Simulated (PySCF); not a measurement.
**Pb: ionisation energy**

Pb [Xe] 4f14 5d10 6s2 6p2 (3P) → Pb⁺ [Xe] 4f14 5d10 6s2 6p1 (2P), as a difference of total energies. Computed with PySCF 2.14 in x2c-QZVPPall, with scalar relativity by spin-free X2C-1e. Correlated levels: valence: [Xe] 4f14 5d10 frozen; valence and next inner shell: [Kr] 4d10 4f14 frozen. The calculations carry no spin-orbit coupling.

```
                                method  ionisation energy (eV)  difference from reference (eV)
                                   UHF                   6.576                          -0.841
                                   LDA                   7.175                          -0.242
                                   PBE                   6.988                          -0.429
                                  PBE0                   7.026                          -0.391
                                r2SCAN                   7.105                          -0.312
                         MP2 (valence)                   6.858                          -0.559
                     SCS-MP2 (valence)                   6.795                          -0.622
    MP2 (valence and next inner shell)                   7.024                          -0.393
SCS-MP2 (valence and next inner shell)                   6.893                          -0.524
```

Reference: 7.417 eV (measured; NIST Atomic Spectra Database, ionization energies).

Spin-orbit coupling is strong in these open shells (close to jj coupling). The scalar numbers leave it out and a first-order estimate fails, so it can dominate the gap to the real levels.
